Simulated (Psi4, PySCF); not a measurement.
The Psi4 input:
```
memory 2 GB

molecule {
0 3
C     1.68640000   -1.00640000    1.03190000
N     1.10130000   -0.02330000    0.15280000
C     1.98740000    0.30410000   -0.93770000
Si   -0.61860000    0.15070000    0.00570000
C    -1.48060000   -1.21120000   -1.03210000
C    -1.34850000    0.12260000    1.76380000
C    -0.95480000    1.83660000   -0.81230000
H     1.03260000   -1.17920000    1.88110000
H     1.85910000   -1.96190000    0.52120000
H     2.64930000   -0.64160000    1.40030000
H     2.18070000   -0.56190000   -1.58300000
H     1.55550000    1.09710000   -1.54010000
H     2.94580000    0.64940000   -0.54000000
H    -1.32040000   -2.19700000   -0.60320000
H    -2.55370000   -1.05490000   -1.09220000
H    -1.09930000   -1.23460000   -2.04980000
H    -0.80210000    0.77660000    2.43580000
H    -1.33980000   -0.87590000    2.19070000
H    -2.38110000    0.45520000    1.74940000
H    -2.00370000    2.09850000   -0.72040000
H    -0.71890000    1.82740000   -1.87220000
H    -0.37640000    2.62980000   -0.34950000
}

set {
  basis sto-3g
  reference uks
  scf_type pk
  puream true
  d_convergence 1e-8
  dft_radial_points 99
  dft_spherical_points 590
}

energy('r2scan')
print_variables()
```

**Question.** Write the same job for PySCF.

**Answer.** This is not unique; one that fits is 
```python
from pyscf import gto, scf, dft

mol = gto.M(
    atom='''
C     1.686400   -1.006400    1.031900
N     1.101300   -0.023300    0.152800
C     1.987400    0.304100   -0.937700
Si   -0.618600    0.150700    0.005700
C    -1.480600   -1.211200   -1.032100
C    -1.348500    0.122600    1.763800
C    -0.954800    1.836600   -0.812300
H     1.032600   -1.179200    1.881100
H     1.859100   -1.961900    0.521200
H     2.649300   -0.641600    1.400300
H     2.180700   -0.561900   -1.583000
H     1.555500    1.097100   -1.540100
H     2.945800    0.649400   -0.540000
H    -1.320400   -2.197000   -0.603200
H    -2.553700   -1.054900   -1.092200
H    -1.099300   -1.234600   -2.049800
H    -0.802100    0.776600    2.435800
H    -1.339800   -0.875900    2.190700
H    -2.381100    0.455200    1.749400
H    -2.003700    2.098500   -0.720400
H    -0.718900    1.827400   -1.872200
H    -0.376400    2.629800   -0.349500
''',
    basis='sto-3g',
    charge=0,
    spin=2,
    verbose=4,
)

mf = dft.UKS(mol)
mf.xc = 'r2scan'
mf.grids.atom_grid = (99, 590)
mf.grids.prune = None
mf.kernel()
```

Both were run: Psi4 gave -536.971865 Eh and PySCF -536.972013 Eh, 0.148 mEh apart.
